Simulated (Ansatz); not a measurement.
Geometry optimisation, RKS PBE0/def2-mTZVP in Ansatz 0.2.0.

The input (input.yaml):

```yaml
crystal:
  periodic: [false, false, false]
  atoms:
    - { symbol: Si, position_ang: [-0.663706, -0.269123, -0.802213] }
    - { symbol: O, position_ang: [0.124589, 1.590103, 1.518049] }
    - { symbol: H, position_ang: [-1.087804, -0.911921, -2.084641] }
    - { symbol: H, position_ang: [-1.564705, 0.899057, -0.607119] }
    - { symbol: C, position_ang: [-0.850397, -1.504303, 0.595219] }
    - { symbol: H, position_ang: [0.67388, 1.809457, 0.753573] }
    - { symbol: C, position_ang: [1.117517, 0.287876, -1.015939] }
    - { symbol: H, position_ang: [0.410179, 2.198713, 2.210724] }
    - { symbol: H, position_ang: [-1.86949, -1.894915, 0.64598] }
    - { symbol: H, position_ang: [-0.175671, -2.354976, 0.467229] }
    - { symbol: H, position_ang: [-0.621341, -1.025164, 1.548553] }
    - { symbol: H, position_ang: [1.633023, -0.362101, -1.727765] }
    - { symbol: H, position_ang: [1.681841, 0.234854, -0.082335] }
    - { symbol: H, position_ang: [1.192185, 1.302342, -1.419417] }
basis:
  gaussian: { orbitals: def2-mTZVP }
hamiltonian:
  xc: pbe0
relax:
  f_tol: 0.03
  max_steps: 50
```

Command:

```bash
$ ansatz run input.yaml --threads 2 --pin off --max-ram 3072MiB --backend cpu --events-out ev --progress --plain --runs-dir out
```

Task: Where does it end, and by what steps?

Result: It converged. The force dipped under the threshold on the way, but the program's further checks kept it going. After 23 steps the energy has fallen by 0.157 eV; H6 moved furthest, 1.20 Å.

```tsv
step	energy less start (eV)	largest force component (eV/Å)	accepted
0	0.0000	0.285	yes
1	-0.0578	0.306	yes
2	-0.0142	2.179	no
3	-0.0690	0.553	yes
4	-0.0819	0.342	yes
5	-0.0838	1.053	yes
6	-0.1207	0.290	yes
7	-0.1334	0.110	yes
8	-0.0796	1.591	no
9	-0.1398	0.078	yes
10	-0.1433	0.194	yes
11	-0.1422	0.489	no
12	-0.1455	0.147	yes
13	-0.1477	0.179	yes
14	-0.1519	0.051	yes
15	-0.1509	0.494	no
16	-0.1535	0.058	yes
17	-0.1545	0.121	yes
18	-0.1563	0.050	yes
19	-0.1568	0.017	yes
20	-0.1566	0.178	no
21	-0.1571	0.012	yes
22	-0.1570	0.126	no
23	-0.1572	0.022	yes
```

```xyz
14
Properties=species:S:1:pos:R:3
Si -0.593 -0.272 -0.899
O 0.377 1.684 1.851
H -1.250 -0.818 -2.125
H -1.303 1.008 -0.579
C -0.805 -1.465 0.532
H -0.354 2.045 1.336
C 1.212 0.102 -1.248
H 0.489 2.305 2.579
H -1.859 -1.675 0.727
H -0.308 -2.418 0.334
H -0.372 -1.039 1.441
H 1.766 -0.807 -1.498
H 1.677 0.552 -0.368
H 1.323 0.798 -2.083
```

Whether the end is a true minimum wasn't checked by a vibrational analysis.

Run time: 61 s on 2 threads of Arm Neoverse V2, with other jobs on the host, peak memory 0.24 GiB.
